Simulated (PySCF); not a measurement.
Members of one series of related molecules.

All values: PBE0/pcSseg-1 (PySCF) at GFN2-xTB geometries, gas phase, one conformer each.

Question: Rank by HOMO energy, highest first.
A. `CS/C([C@H](COC)C)=C\F`
B. `CO[C@H](C)/C(=C\F)SC`
C. `CC/C(=C/F)SC`
D. `[H]/N=C/[C@@H](C)/C(=C/F)SC`
E. `CS/C(=C/F)[C@@H](C)C#N`

Answer: A (-5.96 eV), C (-6.08 eV), D (-6.22 eV), B (-6.34 eV), E (-6.58 eV).

Question: Rank by LUMO energy, lowest first.
A. `CS/C(=C\F)[C@@H](C)C(C)=S`
B. `CS/C(=C\F)[C@@H](C)O`
C. `[H]/N=C/[C@@H](C)/C(=C/F)SC`
D. `CC/C(=C/F)SC`
E. `CS/C(=C\F)[C@@H](C)C(C)=O`

Answer: A (-2.00 eV), E (-0.61 eV), C (-0.18 eV), B (0.21 eV), D (0.50 eV).

Question: Rank by the highest IAO charge on any atom, highest value first.
A. `CS/C(=C\F)[C@@H](C)O`
B. `[H]/N=C/[C@@H](C)/C(=C/F)SC`
C. `C#C[C@H](C)/C(=C\F)SC`
D. `CC#C[C@@H](C)/C(=C\F)SC`
E. `CS/C(=C\F)[C@@H](C)C(C)=O`

Answer: E (+0.400 e), A (+0.344 e), B (+0.255 e), C (+0.200 e), D (+0.176 e).

All values together:

```
                     SMILES                       change   formula  μ (D)  HOMO (eV)  LUMO (eV)  lowest IAO charge (e)  highest IAO charge (e)  lowest Hirshfeld charge (e)  highest Hirshfeld charge (e)
               CC/C(=C/F)SC                       parent    C5H9FS   0.81      -6.08       0.50             -0.502 (C)              +0.168 (H)                   -0.123 (C)                    +0.053 (H)
     CS/C(=C/F)[C@@H](C)C#N        H on C replaced by CN   C6H8FNS   5.11      -6.58      -0.24             -0.511 (C)              +0.180 (H)                   -0.227 (N)                    +0.079 (C)
       CO[C@H](C)/C(=C\F)SC      H on C replaced by OCH3  C6H11FOS   1.13      -6.34      -0.13             -0.502 (C)              +0.169 (H)                   -0.129 (C)                    +0.056 (H)
       CS/C(=C\F)[C@@H](C)O        H on C replaced by OH   C5H9FOS   0.82      -6.39       0.21             -0.544 (O)              +0.344 (H)                   -0.232 (O)                    +0.141 (H)
       CS/C(=C\F)[C@H](C)CF      H on C replaced by CH2F  C6H10F2S   1.33      -6.10       0.46             -0.504 (C)              +0.168 (H)                   -0.123 (C)                    +0.054 (H)
      C=C[C@H](C)/C(=C\F)SC     H on C replaced by vinyl   C7H11FS   1.74      -6.12       0.28             -0.513 (C)              +0.175 (H)                   -0.120 (C)                    +0.058 (H)
  CS/C(=C\F)[C@@H](C)C(C)=O     H on C replaced by COCH3  C7H11FOS   2.25      -6.28      -0.61             -0.505 (C)              +0.400 (C)                   -0.226 (O)                    +0.175 (C)
    CC#C[C@@H](C)/C(=C\F)SC  H on C replaced by propynyl   C8H11FS   1.42      -6.09       0.40             -0.512 (C)              +0.176 (H)                   -0.117 (C)                    +0.059 (H)
[H]/N=C/[C@@H](C)/C(=C/F)SC     H on C replaced by CH=NH  C6H10FNS   1.01      -6.22      -0.18             -0.504 (C)              +0.255 (H)                   -0.212 (N)                    +0.116 (H)
      COC[C@H](C)/C(=C/F)SC   H on C replaced by CH2OCH3  C7H13FOS   1.67      -5.96       0.60             -0.502 (C)              +0.168 (H)                   -0.125 (C)                    +0.052 (H)
      C#C[C@H](C)/C(=C\F)SC   H on C replaced by ethynyl    C7H9FS   1.79      -6.20       0.18             -0.508 (C)              +0.200 (H)                   -0.121 (C)                    +0.090 (H)
  CS/C(=C\F)[C@@H](C)C(C)=S   H on C replaced by C(S)CH3  C7H11FS2   2.31      -6.31      -2.00             -0.505 (C)              +0.170 (H)                   -0.127 (C)                    +0.065 (C)
```

Conformers: `[CH3:1][CH2:2]/[C:3](=[CH:4]/[F:5])[S:6][CH3:7]` with C1–C2–C3–C4 -99°, C2–C3–S6–C7 -168°; `[CH3:1][S:2]/[C:3](=[CH:4]/[F:5])[C@@H:6]([CH3:7])[C:8]#[N:9]` with C1–S2–C3–C4 -3°, S2–C3–C6–C7 115°; `[CH3:1][O:2][C@H:3]([CH3:4])/[C:5](=[CH:6]\[F:7])[S:8][CH3:9]` with C1–O2–C3–C4 -167°, O2–C3–C5–C6 -114°, C3–C5–S8–C9 -52°; `[CH3:1][S:2]/[C:3](=[CH:4]\[F:5])[C@@H:6]([CH3:7])[OH:8]` with C1–S2–C3–C4 21°, S2–C3–C6–C7 -60°, C3–C6–O8–H -63°; `[CH3:1][S:2]/[C:3](=[CH:4]\[F:5])[C@H:6]([CH3:7])[CH2:8][F:9]` with C1–S2–C3–C4 1°, S2–C3–C6–C7 -118°, C3–C6–C8–F9 69°; `[CH2:1]=[CH:2][C@H:3]([CH3:4])/[C:5](=[CH:6]\[F:7])[S:8][CH3:9]` with C1–C2–C3–C4 0°, C2–C3–C5–C6 58°, C3–C5–S8–C9 -178°; `[CH3:1][S:2]/[C:3](=[CH:4]\[F:5])[C@@H:6]([CH3:7])[C:8]([CH3:9])=[O:10]` with C1–S2–C3–C4 -5°, S2–C3–C6–C7 122°, C3–C6–C8–C9 87°; `[CH3:1][C:2]#[C:3][C@@H:4]([CH3:5])/[C:6](=[CH:7]\[F:8])[S:9][CH3:10]` with C3–C4–C6–C7 -54°, C4–C6–S9–C10 179°; `[H]/[N:9]=[CH:8]/[C@H:6](/[C:3]([S:2][CH3:1])=[CH:4]/[F:5])[CH3:7]` with C1–S2–C3–C4 -14°, S2–C3–C6–C7 -94°, C3–C6–C8–N9 128°; `[CH3:1][O:2][CH2:3][C@H:4]([CH3:5])/[C:6](=[CH:7]/[F:8])[S:9][CH3:10]` with C1–O2–C3–C4 -179°, O2–C3–C4–C5 51°, C3–C4–C6–C7 42°, C4–C6–S9–C10 -161°; `[CH:1]#[C:2][C@H:3]([CH3:4])/[C:5](=[CH:6]\[F:7])[S:8][CH3:9]` with C2–C3–C5–C6 -119°, C3–C5–S8–C9 -172°; `[CH3:1][S:2]/[C:3](=[CH:4]\[F:5])[C@@H:6]([CH3:7])[C:8]([CH3:9])=[S:10]` with C1–S2–C3–C4 -2°, S2–C3–C6–C7 120°, C3–C6–C8–C9 78°.

Give the shifts from the parent, `CC/C(=C/F)SC`.

```tsv
SMILES	change in μ (D)	change in HOMO (eV)	change in LUMO (eV)
CS/C(=C/F)[C@@H](C)C#N	+4.30	-0.50	-0.74
CO[C@H](C)/C(=C\F)SC	+0.32	-0.26	-0.63
CS/C(=C\F)[C@@H](C)O	+0.01	-0.31	-0.29
CS/C(=C\F)[C@H](C)CF	+0.52	-0.02	-0.04
C=C[C@H](C)/C(=C\F)SC	+0.93	-0.04	-0.22
CS/C(=C\F)[C@@H](C)C(C)=O	+1.44	-0.20	-1.11
CC#C[C@@H](C)/C(=C\F)SC	+0.61	-0.01	-0.10
[H]/N=C/[C@@H](C)/C(=C/F)SC	+0.20	-0.14	-0.68
COC[C@H](C)/C(=C/F)SC	+0.86	+0.12	+0.10
C#C[C@H](C)/C(=C\F)SC	+0.98	-0.12	-0.32
CS/C(=C\F)[C@@H](C)C(C)=S	+1.50	-0.23	-2.50
```
